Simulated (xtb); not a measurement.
BiF2HTe, SMILES [F][Bi]([F])[TeH]. All values are semi-empirical tight-binding results from xtb (GFN2-xTB unless named), good for trends rather than for accurate numbers. Geometry optimised at GFN2-xTB.

Optimised geometry:

```xyz
5

Bi    -0.5512     0.4172     0.6541
F     -2.0796    -0.4052    -0.4522
F     -0.4247     2.0483    -0.5977
Te     1.2705    -0.9248    -0.8704
H      2.2232    -1.3228     0.4225
```
Charge 0, spin multiplicity 1.

For metal compounds this method's bond lengths and energies can be far off.

### Question
Estimate the properties. (Estimate from the structure and the level; the computed values follow.)

### Answer

| Quantity | Value |
|---|---|
| orbital gap | 4.63 eV |
| zero-point energy | 5.6 kcal/mol |
| G − E(el) at 298.15 K (modified RRHO) | -16.4 kcal/mol |

### Question
Give the atomic charges and the Wiberg bond orders between heavy atoms. (An estimate is asked for; the answer gives what the named calculation found.)

### Answer
charges (e) Bi1 0.93, F2 -0.46, F3 -0.47, Te4 -0.03, H5 0.03. Bond orders Bi1–F2 0.77, Bi1–F3 0.77, Bi1–Te4 0.80.
